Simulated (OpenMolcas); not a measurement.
**How methods differ on SnSiH6O (SMILES [SiH3][O][SnH3])**

The species is SnSiH6O (9 atoms), meant as a singlet with charge 0. As SMILES, `[SiH3][O][SnH3]`. The coordinates come from a PBE0-D4/def2-TZVP relaxation.

```xyz
9

Si   -0.7075    1.1063   -0.9618
O     0.5496    0.2327   -0.4110
Sn    0.8371   -1.1457    0.9564
H    -1.7860    0.2281   -1.5020
H    -0.2330    2.0041   -2.0464
H    -1.3096    1.9374    0.1212
H     2.4937   -1.4998    0.8299
H    -0.1660   -2.4609    0.5447
H     0.4101   -0.4484    2.4520
```

Each level gives the dipole moment (D). The values are calculated.

| level | kind | program | value (D) | CPU time |
| --- | --- | --- | --- | --- |
| HF/def2-SVP (core potential) | Hartree–Fock | OpenMolcas | 2.29 | 13 s |
| SVWN5/def2-SVP (core potential) | LDA | OpenMolcas | 2.05 | 42 s |
| BLYP/def2-SVP (core potential) | GGA | OpenMolcas | 2.03 | 59 s |
| revPBE/def2-SVP (core potential) | GGA | OpenMolcas | 2.05 | 58 s |
| M06-L/def2-SVP (core potential) | meta-GGA | OpenMolcas | 2.13 | 70 s |
| TPSS/def2-SVP (core potential) | meta-GGA | OpenMolcas | 2.03 | 80 s |
| r2SCAN/def2-SVP (core potential) | meta-GGA | OpenMolcas | 2.13 | 73 s |
| PBE0/def2-SVP (core potential) | global hybrid | OpenMolcas | 2.14 | 52 s |

The values span 2.03 to 2.29 D. Magnitudes only. CPU times are rough (shared hosts, several kinds of processor): they show what a rung costs within a factor of a few.
